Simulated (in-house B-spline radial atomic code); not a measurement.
The numbers below are computed, except where a source is named.
Co ion on In atom: potential, deflection and energy transfer

The pair potential comes from two frozen, spherical free-atom densities (PBE, B-spline radial code, scalar-relativistic past argon): electrostatics plus the change in Thomas-Fermi kinetic and Dirac exchange energy where they overlap, the recipe behind the universal ZBL potential, which averages such potentials (from solid-state densities) over many pairs. It is written V = (Z1 Z2 e²/r) φ(r/a), with e² = 14.3996 eV·Å and a = 0.46850 Å/(Z1^0.23 + Z2^0.23); ZBL's fit is φ = 0.18175 e^(−3.1998x) + 0.50986 e^(−0.94229x) + 0.28022 e^(−0.4029x) + 0.02817 e^(−0.20162x). Where φ falls below 4e-4 it is continued as an exponential.

Masses 58.93 and 114.82 u.

| x = r/a | φ, this pair | φ, ZBL |
| --- | --- | --- |
| 0.1 | 0.8886 | 0.8928 |
| 0.5 | 0.6152 | 0.6096 |
| 1.5 | 0.3052 | 0.2995 |
| 3 | 0.1349 | 0.1292 |
| 5 | 0.05527 | 0.05224 |
| 8 | 0.01776 | 0.01705 |
| 12 | 0.004839 | 0.00474 |
| 17 | 0.001201 | 0.001212 |

Problem. At x = 4 the electrostatic, kinetic and exchange parts are 497.61, 3696.07 and -228.35 eV. Find r, V and φ.

Solution. a = 0.46850/(2.1341 + 2.4476) = 0.10225 Å, so r = 0.40902 Å. V = 497.61 + 3696.07 + (-228.35) = 3965.33 eV. The bare repulsion is 27 × 49 × 14.3996/0.40902 = 46577 eV, so φ = 0.0851, +6.1 % against ZBL's 0.0803. The kinetic (Pauli) term is 93 % of V here.

Problem. The ion comes in at 28.19 keV with impact parameter 0.0511 Å. The scattering integral gives a centre-of-mass angle of 140.2° and a closest approach of 2.177 a. What are the reduced energy, the energy passed on and the laboratory angles?

Solution. ε = E a M2/(Z1 Z2 e² (M1 + M2)) = 28190 × 3.5470e-06 = 0.1. The most that one collision can pass on is γE with γ = 4 M1 M2/(M1 + M2)² = 0.8965. Here T = γE sin²(θ/2) = 0.8965 × 28190 × 0.8842 = 22350 eV. The ion turns by arctan(sin θ/(cos θ + M1/M2)) = 111.7° (second quadrant: it bounces back), and the struck atom leaves at (180° − θ)/2 = 19.9°. The closest approach is 0.223 Å. With ZBL the angle would be 139.86° and T = 22300 eV.
